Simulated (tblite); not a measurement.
Species: C8H13OP.
Cartesian coordinates in Å at the GFN2-xTB level; atoms count from 1:
```xyz
23
C8H13OP angstrom
C      3.2635    0.3815    0.2977
C      2.2240   -0.4447    0.2240
C      0.8890   -0.0827   -0.2063
C     -0.1762   -0.8947   -0.1012
C     -0.2513   -2.2873    0.4189
P     -1.6838   -0.0856   -0.7118
C     -2.5345    0.6171    0.7558
O     -2.5810   -0.8672   -1.5715
C     -0.7281    1.2800   -1.4927
C      0.6226    1.2925   -0.7782
H      3.1986    1.4236    0.0357
H      4.2261    0.0389    0.6365
H      2.3509   -1.4779    0.5186
H      0.5695   -2.9007    0.0495
H     -0.2216   -2.3004    1.5099
H     -1.1931   -2.7294    0.0935
H     -2.9368   -0.2118    1.3358
H     -1.8629    1.2091    1.3695
H     -3.3635    1.2271    0.4004
H     -1.2422    2.2396   -1.4472
H     -0.6133    1.0045   -2.5440
H      1.4235    1.5767   -1.4635
H      0.6159    2.0187    0.0398
```

Level: GFN2-xTB in tblite, geometry and Hessian alike; calculated harmonic values, unscaled, isolated species. Against measured fundamentals such values can be off by several per cent, at times by over 20. One conformer, not necessarily the lowest.

Harmonic wavenumbers (cm⁻¹): 61.3, 97.4, 105.7, 114.5, 162.5, 169.4, 201.6, 222.9, 225.5, 286.2, 326.4, 344.7, 416.5, 446.4, 472.5, 544.2, 648.4, 662.9, 701.5, 753.4, 782.7, 837.9, 848.2, 858.6, 887.1, 931.8, 991.9, 1006.8, 1015.2, 1050.8, 1079.6, 1093.9, 1143.1, 1178.4, 1229.8, 1244.8, 1271.0, 1298.8, 1304.3, 1321.3, 1396.6, 1414.0, 1421.0, 1434.6, 1437.3, 1470.0, 1476.7, 1480.1, 1650.0, 1659.1, 2940.9, 2961.3, 2976.7, 2978.4, 2986.1, 3002.7, 3006.7, 3009.0, 3013.2, 3039.2, 3065.0, 3111.6, 3134.5.

A = 1982, B = 827.2, C = 696.7 MHz; mass 156.070 u (most abundant isotopes); point group C1, symmetry number 1.

Zero-point energy?

½Σν̃ = 41202 cm⁻¹ = 117.80 kcal/mol.

What is S at 500 K and 1 bar for an ideal gas of classical rigid rotors and harmonic oscillators?

Translation 43.64, rotation 31.56, vibration 60.85: S = 136.1 cal/(mol K).

And Cp and H(500 K) − H(0)?

Cp = 68.54 cal/(mol K), of which vibrations give 60.59 (their classical limit is 63 R = 125.2); H(500 K) − H(0) = 19.84 kcal/mol without the zero-point energy, 15.87 from vibrations.

How do the functions run with temperature in this model?

```tsv
T (K)	S (cal/(mol K))	Cp (cal/(mol K))	H − H(0) (kcal/mol)	G − H(0) (kcal/mol)	ln q(vib)
100	71.6	21.9	1.39	-5.77	1.65
200	90.7	34.2	4.22	-13.93	4.88
300	106.9	46.4	8.25	-23.83	8.17
800	173.4	90.1	43.93	-94.78	23.90
1000	194.6	99.5	62.95	-131.62	29.62
```

q(vib) and H(0) count from the zero-point level.

What must be added to the electronic energy to get the Gibbs energy at 500 K and 1 bar?

ZPE + [H(500 K) − H(0)] − T·S = 117.80 + 19.84 − 68.03 = 69.61 kcal/mol.

Which modes carry the vibrational entropy at 500 K?

61.3 cm⁻¹: 5.44; 97.4 cm⁻¹: 4.52; 105.7 cm⁻¹: 4.36; 114.5 cm⁻¹: 4.20; 162.5 cm⁻¹: 3.52; 169.4 cm⁻¹: 3.43 cal/(mol K); the other 57 give 35.38 together.

Blend soft modes into free rotors: weight 1/[1 + (100 cm⁻¹/ν̃)⁴] for the oscillator and the rest for a rotor with moment μB/(μ + B), μ = h/(8π²ν), B = 10⁻⁴⁴ kg m². What vibrational entropy results?

57.86 cal/(mol K) in place of 60.85, which changes −T·S at 500 K by +1.50 kcal/mol.

Hindered rotation and anharmonicity are outside this model. Other conformers, if any are populated, would add a mixing term that is left out. The structure is chiral; the term R ln 2 for an equal mix with its mirror image is left out.
